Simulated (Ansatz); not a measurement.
Mg(SeH)(GeH3) (GeH4MgSe), SMILES [GeH3][Mg][SeH].

Coordinates come from a PBE-D3(BJ)/def2-SVP optimisation. The structure was generated by enumeration; whether it is a known compound was not checked. The values are those of a single conformer.

Two levels are set side by side: PBE/def2-SVPD (Ansatz, a first-principles code) and CAM-B3LYP/def2-SVPD (Ansatz). Energy differences of separate SCF runs at the same geometry; the states with an electron removed or added have multiplicity 2 and 2. Differences are taken from unrounded values.

| quantity | CAM-B3LYP |
|---|---|
| vertical ionisation energy (eV) | 8.99 |
| vertical singlet–triplet gap (eV) | 4.37 |

What does PBE give, and how far is it from CAM-B3LYP? (The exact figures need the calculation; the answer reports its results.)


```json
[
 {"quantity": "vertical ionisation energy (eV)", "PBE": "8.53", "PBE minus CAM-B3LYP": "-0.46"},
 {"quantity": "vertical singlet–triplet gap (eV)", "PBE": "3.80", "PBE minus CAM-B3LYP": "-0.57"}
]
```
